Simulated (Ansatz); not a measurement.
C₂H₄F₂OSi (`F[C@@H]1C[Si@@H](F)O1`), relaxed with RKS PBE-D4/def2-SVP in Ansatz 0.2.0 from a rough embedded geometry. The force threshold is 0.03 eV/Å; the program also tests the step.

Charge 0, multiplicity 1.

Start:

```xyz
10

F    -1.860    1.006    0.282
C    -0.973    0.238   -0.466
C    -0.158   -0.854    0.330
Si    1.124    0.455    0.197
F     2.507   -0.144   -0.364
O     0.189    0.998   -0.961
H    -1.545   -0.168   -1.340
H    -0.011   -1.734   -0.297
H    -0.585   -1.129    1.250
H     1.311    1.331    1.368
```

```json
{"step": "1", "energy (eV)": "-17475.3346", "largest force (eV/Å)": "4.640", "largest move (Å)": "0.000"}
{"step": "2", "energy (eV)": "-17475.7818", "largest force (eV/Å)": "2.052", "largest move (Å)": "0.118"}
{"step": "3", "energy (eV)": "-17475.9003", "largest force (eV/Å)": "0.485", "largest move (Å)": "0.106"}
{"step": "4 (rejected)", "energy (eV)": "-17475.7830", "largest force (eV/Å)": "1.031", "largest move (Å)": "0.131"}
{"step": "5", "energy (eV)": "-17475.9222", "largest force (eV/Å)": "0.065", "largest move (Å)": "0.064"}
{"step": "6", "energy (eV)": "-17475.9240", "largest force (eV/Å)": "0.058", "largest move (Å)": "0.022"}
{"step": "7", "energy (eV)": "-17475.9267", "largest force (eV/Å)": "0.139", "largest move (Å)": "0.062"}
{"step": "8 (rejected)", "energy (eV)": "-17475.9254", "largest force (eV/Å)": "0.140", "largest move (Å)": "0.042"}
{"step": "9", "energy (eV)": "-17475.9283", "largest force (eV/Å)": "0.029", "largest move (Å)": "0.020"}
{"step": "10", "energy (eV)": "-17475.9289", "largest force (eV/Å)": "0.031", "largest move (Å)": "0.042"}
{"step": "11", "energy (eV)": "-17475.9290", "largest force (eV/Å)": "0.015", "largest move (Å)": "0.013"}
```

End:

```xyz
10

F    -2.036    0.767    0.139
C    -0.971    0.208   -0.528
C    -0.229   -0.825    0.364
Si    1.166    0.427    0.258
F     2.484   -0.060   -0.573
O     0.029    1.205   -0.748
H    -1.350   -0.171   -1.505
H    -0.036   -1.794   -0.135
H    -0.744   -0.994    1.328
H     1.687    1.236    1.400
```

It took 13 s on 4 threads of an Arm Neoverse V1 on a shared host, with 0.16 GiB of host memory at the peak.
